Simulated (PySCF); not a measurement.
FeO4, SMILES [O]=[Fe](=[O])(=[O])=[O], multiplicity 1. Heavy atoms are numbered as in [Fe:1](=[O:2])(=[O:3])(=[O:4])=[O:5].

Geometry optimised at PBE0-D3(BJ)/def2-SVP. The multiplicity is an assumed one; other spin states were not compared.

Method: B3LYP/pcSseg-1 in PySCF.

GIAO shieldings, no solvent; atoms alike by connectivity are averaged. δ = σ(ref) − σ: ¹⁷O against H2O (σ = 333.8 ppm), references at their B3LYP-D3(BJ)/def2-TZVP geometries, non-relativistic.

Computed chemical shifts:
```tsv
nucleus	atoms	count	δ (ppm)
¹⁷O	O2	4	2005.3
```
